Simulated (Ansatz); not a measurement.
The same path of Cl4FH3OW (10 atoms, charge 0, multiplicity 1) was run 3 times with different band settings. Lost on the way: F9–H10. Made: W1–F9, O2–H10.

The calculation used Ansatz 0.2.0, RKS PBE/def2-SVP.

Relaxed end points:

```xyz
10
Properties=species:S:1:pos:R:3
W 0.158 0.099 0.088
O -0.398 0.453 1.929
H -1.350 0.307 2.138
Cl 2.059 0.160 -1.246
Cl -0.218 2.279 -0.560
Cl -2.205 -0.394 0.104
Cl 0.706 -2.090 0.556
H -0.443 -0.409 -1.396
F 1.942 0.876 1.741
H 1.177 0.873 2.329
```

```xyz
10
Properties=species:S:1:pos:R:3
W 0.087 0.343 -0.029
O 0.391 -0.336 2.175
H -0.480 -0.088 2.569
Cl 2.403 -0.060 0.093
Cl -0.756 1.654 -1.728
Cl -2.097 0.512 0.947
Cl -0.405 -1.920 -0.254
H 0.644 -0.180 -1.510
F 0.587 1.966 0.841
H 1.055 0.263 2.580
```

Common settings: spring 5.0 eV/Å²; optimiser quadratic models (default); start path through a guess of the saddle point; iteration limit 60; end points relaxed.

| run | movable images | climbing image | force threshold |
| --- | --- | --- | --- |
| 1 | 9 | yes | 0.03 eV/Å |
| 2 | 2 | no | 0.03 eV/Å |
| 3 | 9 | yes | 0.5 eV/Å |

(1) What does each run give, and how far can it be trusted?

## Answers

(1) Run 1: converged after 46 iterations, highest image 0.067 eV above the first end. The profile has 2 maxima (images 3, 8) with wells between them (image 4): this band takes more than one step, which may be the mechanism or a detour left from its start path. A vibrational analysis at the climbing image gives one clearly imaginary mode, 233i cm⁻¹: a first-order saddle point.
Run 2: converged after 43 iterations, highest image 0.038 eV above the first end. No image climbed, so the highest image needn't sit at the top of the path. A band with more images between the same ends climbed to 0.26 eV, so this one has probably stepped over the top. So few images can step over the top or miss a turn of the path.
Run 3: converged after 9 iterations, highest image 0.262 eV above the first end. The threshold of 0.5 eV/Å is loose, so the images may lie well off the minimum-energy path. The order of the point at the top wasn't checked. Another band between the same ends, with other settings, climbed to 0.067 eV only, so this figure is probably too high.
The orbitals stay closed-shell, which can raise the energy where a bond breaks towards radicals; this wasn't checked here.
